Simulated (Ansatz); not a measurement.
`O[SiH](F)[O][GeH3]` → `[OH][GeH3]` + `O[Si]F` at 500 K and 1 bar (silylene formation by 1,1-elimination).

Gas-phase electronic energies from Ansatz, PBE0-D4/def2-TZVP geometries. CBS: MP2 limit from def2 TZ/QZ plus the TZ coupled-cluster correction, frozen cores. This one scheme is used for every species. For Ge outer-core shells are correlated without core-valence functions, which leaves a few kJ/mol of doubt a bond. Scalar relativity is left out up to krypton. Each species was taken in one conformer, which may not be the lowest.

```
             species  CCSD(T)/CBS energy (Eh)  H − E (kJ/mol)  S (J/(mol·K))
`O[SiH](F)[O][GeH3]`              -2618.53177           195.1          456.1
        `[OH][GeH3]`              -2153.69723           124.0          309.0
            `O[Si]F`               -464.72778            66.8          297.2
```

H − E and S are ideal-gas, rigid-rotor, harmonic terms from PBE0-D4/def2-TZVP, for one conformer and one mirror image of each species. 1 Eh = 2625.50 kJ/mol, R = 8.31446 J/(mol·K).

By hand: ΔE, ΔH, ΔS and ΔG.

ΔE = (-2153.69723) + (-464.72778) − (-2618.53177) = 0.10676 Eh = 280.3 kJ/mol. Δ(H − E) = 124.0 + 66.8 − 195.1 = -4.3, so ΔH = 276.0 kJ/mol. ΔS = 309.0 + 297.2 − 456.1 = 150.1 J/(mol·K). ΔG = 276.0 − 500 × (150.1)/1000 = 200.9 kJ/mol.

By hand: the equilibrium constant, and the temperature at which ΔG would vanish if ΔH and ΔS stayed fixed.

log₁₀ K = −ΔG/(RT ln 10) = -21.0. ΔG = 0 at ΔH/ΔS = 1839 K.

The number of gas molecules changes by +1, which sets the sign of ΔS. A doubt of 5 kJ/mol in ΔE shifts log₁₀ K by 0.5 here. Other conformers and mirror images would add mixing entropy, several J/(mol·K) or more a flexible species. Modes under 60 cm⁻¹, often nearly free rotors, make the harmonic entropy too high. These are equilibria of isolated gas molecules and say nothing of rates. Largest T1 diagnostic: 0.015 (customary marks: 0.02 for closed shells, 0.045 for open ones).
